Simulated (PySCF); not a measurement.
Dipole response of Ta(60+) (tantalum, charge +60)

[Ne] 3s2 3p1, 2P determinant. Calculation: PySCF 2.14, in an even-tempered Gaussian basis (17 s from 16 bohr⁻², ratio 2.5; 12 p from 20 bohr⁻², ratio 2.5; 4 d from 79 bohr⁻², ratio 2.7; 4 f from 120 bohr⁻², ratio 2.7); the spin-free X2C one-electron Hamiltonian (Gaussian nucleus). Coupled (time-dependent) response in atomic units; α is the mean over directions.

| method | mean α (bohr³) | α xx, yy, zz | C₆ (like pair) | S(−4) |
| --- | --- | --- | --- | --- |
| UHF | 0.002504 | 0.002869, 0.001776, 0.002869 | 8.643e-05 | 8.985e-06 |
| PBE0 | 0.002468 | 0.002828, 0.001747, 0.002828 | 8.435e-05 | 8.798e-06 |

S(−4) is the Cauchy moment in α(ω) = α(0) + S(−4) ω² + …

Spin-orbit coupling is absent.

α(iu) at UHF:

| u (hartree) | α(iu) (bohr³) |
| --- | --- |
| 0 | 0.002504 |
| 2.00 | 0.002469 |
| 4.00 | 0.002369 |
| 8.00 | 0.002045 |
| 12.0 | 0.001676 |
| 16.0 | 0.001351 |
| 20.0 | 0.001093 |
| 30.0 | 0.0006857 |
| 40.0 | 0.0004751 |
| 60.0 | 0.0002844 |
| 100 | 0.0001600 |

A single London oscillator, α(iu) = α/(1 + u²/ω²), gives C₆ = (3/4) ω α². Matching the computed C₆ needs ω = 4 × 8.643e-05 / (3 × 0.002504²) = 18.4 hartree.

For an ion, C₆ is the dispersion term alone; charge-induced terms of lower order in 1/R come first.

The components differ because the open shell of this determinant is not spherical; for a pure term their mean is the scalar polarisability.

Spin-orbit coupling, absent here, splits the open shell strongly.
